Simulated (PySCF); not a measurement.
# Electric field gradients and quadrupole coupling constants

Species: C₆H₁₀O₂Si₂.
Numbering: `[SiH3:1][O:2][SiH2:3][O:4][c:5]1[cH:6][cH:7][cH:8][cH:9][cH:10]1` (hydrogens: H11, H12, H13 on Si1; H14, H15 on Si3; H16 on C6; H17 on C7; H18 on C8; H19 on C9; H20 on C10)

Structure used (PBE0-D3(BJ)/def2-SVP), in Å, numbered top down from 1:
```xyz
20
C6H10O2Si2 angstrom
Si     2.968    0.104   -0.113
O      2.038    1.438    0.253
Si     0.506    1.828    0.695
O     -0.403    0.469    0.337
C     -1.723    0.224    0.494
C     -2.207   -1.026    0.097
C     -3.558   -1.324    0.240
C     -4.441   -0.385    0.777
C     -3.955    0.859    1.172
C     -2.603    1.169    1.034
H      4.353    0.585   -0.373
H      2.440   -0.583   -1.327
H      2.975   -0.852    1.034
H      0.436    2.108    2.155
H      0.034    2.993   -0.099
H     -1.503   -1.748   -0.322
H     -3.927   -2.304   -0.073
H     -5.500   -0.624    0.888
H     -4.633    1.604    1.595
H     -2.233    2.149    1.347
```

Field gradients from the PBE0/pcSseg-1 density (PySCF, non-relativistic), principal values in atomic units, ordered |Vxx| ≤ |Vyy| ≤ |Vzz|:

```
atom      Vxx      Vyy     Vzz
  O2  -0.3949  -0.7313  1.1262
  O4  -0.6430  -0.9810  1.6241
```

Task: Find the asymmetry η = (Vxx − Vyy)/Vzz and the couplings χ = eQV/h (234.96 MHz × Q in barn × V in au), with Q(17O) = −0.0256 b.

Result: 
| atom | environment | nucleus | η | χzz (MHz) | χxx (MHz) | χyy (MHz) |
| --- | --- | --- | --- | --- | --- | --- |
| O2 | siloxane oxygen | 17O | 0.30 | -6.77 | 2.38 | 4.40 |
| O4 | silyl ether oxygen | 17O | 0.21 | -9.77 | 3.87 | 5.90 |

Task: What is Vzz at O4 in SI units (1 au = 9.71736 × 10²¹ V/m²)?

Result: 1.6241 au = 15.782 × 10²¹ V/m².

Task: What couplings would deuterons (Q(2H) = 0.00286 b) have in place of the hydrogens, at this geometry?

Result: 
```json
{"atom": "H11", "bonded to": "Si1", "bond length (Å)": "1.489", "Vzz (au)": "0.1396", "η": "0.03", "χzz (kHz)": "94"}
{"atom": "H12", "bonded to": "Si1", "bond length (Å)": "1.492", "Vzz (au)": "0.1382", "η": "0.04", "χzz (kHz)": "93"}
{"atom": "H13", "bonded to": "Si1", "bond length (Å)": "1.493", "Vzz (au)": "0.1371", "η": "0.05", "χzz (kHz)": "92"}
{"atom": "H14", "bonded to": "Si3", "bond length (Å)": "1.489", "Vzz (au)": "0.1369", "η": "0.02", "χzz (kHz)": "92"}
{"atom": "H15", "bonded to": "Si3", "bond length (Å)": "1.487", "Vzz (au)": "0.1382", "η": "0.02", "χzz (kHz)": "93"}
{"atom": "H16", "bonded to": "C6", "bond length (Å)": "1.092", "Vzz (au)": "0.3063", "η": "0.07", "χzz (kHz)": "206"}
{"atom": "H17", "bonded to": "C7", "bond length (Å)": "1.093", "Vzz (au)": "0.3037", "η": "0.06", "χzz (kHz)": "204"}
{"atom": "H18", "bonded to": "C8", "bond length (Å)": "1.092", "Vzz (au)": "0.3065", "η": "0.07", "χzz (kHz)": "206"}
{"atom": "H19", "bonded to": "C9", "bond length (Å)": "1.093", "Vzz (au)": "0.3037", "η": "0.06", "χzz (kHz)": "204"}
{"atom": "H20", "bonded to": "C10", "bond length (Å)": "1.094", "Vzz (au)": "0.3035", "η": "0.12", "χzz (kHz)": "204"}
```

One conformer (not necessarily the lowest) at the PBE0-D3(BJ)/def2-SVP geometry, without solvent, vibrations or thermal averaging. The basis is small and wasn't made for field gradients, so the couplings can be 20 % off.
